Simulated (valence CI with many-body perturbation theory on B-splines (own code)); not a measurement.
**Questions on Mo37+**

Level of theory: configuration interaction combined with many-body perturbation theory (CI+MBPT): three valence electrons over a frozen Dirac-Fock core [He], a basis of 9 s, 9 p, 8 d, 6 f, 3 g, 1 h functions for each j, with the one-electron correlation potential Σ1 (screened to all orders), the two-electron term Σ2, the three-electron term Σ3, Breit, model QED; selected single and double excitations, second order for the rest, scaled by the run's own slope (own B-spline code, finite nucleus).

No measured spectrum was set against this ion. As an estimate, large intervals hold to a few tenths of a per cent, small ones and those within an open d or f shell to about a per cent.

Levels are named by their leading jj configuration (3d3/2^4 stands for four electrons in 3d with j = 3/2), which in mixed levels can hold well under half, so a name can repeat and another be missing.

Rates and lifetimes use the calculated energies. Strong lines usually hold to 10 to 20 %, long lifetimes can be off by a factor of two.

Question: What is the ground level?

Answer: (2s^2 2p1/2) J=1/2, composition 99 % 2s2 2p 2P°, g = 0.651.

Question: Where does the other parity begin?

Answer: At (2s 2p1/2^2) J=1/2, 111.0 eV.

Question: What is the ionisation energy?

Answer: 5288.5 eV; NIST lists 5287 ± 4 eV (semi-empirical).

Question: Name the longest-lived excited levels whose lifetime is computed, and their main decay.

Answer: (2s^2 2p3/2) J=3/2 at 119.5 eV lives 124 ns, mostly by M1 to (2s^2 2p1/2) J=1/2; (2s 2p1/2 2p3/2) J=3/2 at 199.1 eV lives 2.67 ns, mostly by E1 to (2s^2 2p1/2) J=1/2; (2s 2p1/2 2p3/2) J=5/2 at 222.2 eV lives 522 ps, mostly by E1 to (2s^2 2p3/2) J=3/2.

Question: Among levels below 3266.1 eV, which E1 lines absorb most strongly from the ground level?

Answer: to (2s^2 3d3/2) J=3/2 at 0.4040 nm, f = 0.734; to (2s 2p1/2 3p3/2) J=3/2 at 0.3957 nm, f = 0.212; to (2s 2p1/2 3p3/2) J=1/2 at 0.3965 nm, f = 0.136.

Question: How well does LS coupling describe the low levels?

Answer: Among the lowest 20 levels the leading LS term, summed over configurations, holds 78 % on average. For single configurations the figures are 77 % in LS and 95 % in jj coupling. Terms mix most in the J = 3/2 level at 386.2 eV, where the leading one holds 40 %.

Question: What are the static dipole polarisabilities of the lowest levels?

Answer: (2s^2 2p1/2) J=1/2 0.00201 bohr³, of which the core gives 2.71e-06.
